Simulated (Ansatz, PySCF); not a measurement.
C$_{2}$H$_{2}$F$_{3}$O$_{2}$ (SMILES OC(=[OH+])C(F)(F)F), charge +1, singlet, geometry from GFN2-xTB. Base run: PySCF with MP2/STO-3G.

Here is a job for PySCF.
```python
from pyscf import gto, scf, mp

mol = gto.Mole()
mol.atom = '''
    O     1.60853260   -0.88459897    0.02028416
    C     0.90805593    0.14957858   -0.08119017
    O     1.25456321    1.33780754   -0.27055162
    C    -0.66666345   -0.09815298    0.05643252
    F    -1.30533713    1.03736901   -0.08535804
    F    -0.89868137   -0.60744521    1.24860373
    F    -1.03378219   -0.94934942   -0.87846494
    H     2.59287415   -0.88028630   -0.04247575
    H     2.19421086    1.62089485   -0.36986561
'''
mol.basis = 'sto-3g'
mol.charge = 1
mol.verbose = 4
mol.build()

mf = scf.RHF(mol)
mf.kernel()

pt = mp.MP2(mf)
pt.kernel()
print('E(MP2) = %.10f' % pt.e_tot)
```

The same geometry, method and basis name were run in Ansatz (a first-principles code) and PySCF, at each program's defaults and at the settings that a row names. The base is PySCF at its defaults. Differences at the defaults can come from grids, fitting, cores and function types together.

```json
[
 {"code and settings": "PySCF, defaults (exact integrals, spherical functions, all electrons correlated)", "ΔE vs base (µEh)": "0.0", "basis functions": "37", "E (Eh)": "-517.77263", "SCF cycles": "10"},
 {"code and settings": "Ansatz, defaults (factorised integrals, spherical functions, frozen core)", "ΔE vs base (µEh)": "1230", "basis functions": "37", "E (Eh)": "-517.77140", "SCF cycles": "-"},
 {"code and settings": "PySCF, frozen core", "ΔE vs base (µEh)": "1212", "basis functions": "37", "E (Eh)": "-517.77142", "SCF cycles": "10"},
 {"code and settings": "Ansatz, high accuracy, frozen core", "ΔE vs base (µEh)": "1212", "basis functions": "37", "E (Eh)": "-517.77142", "SCF cycles": "-"}
]
```
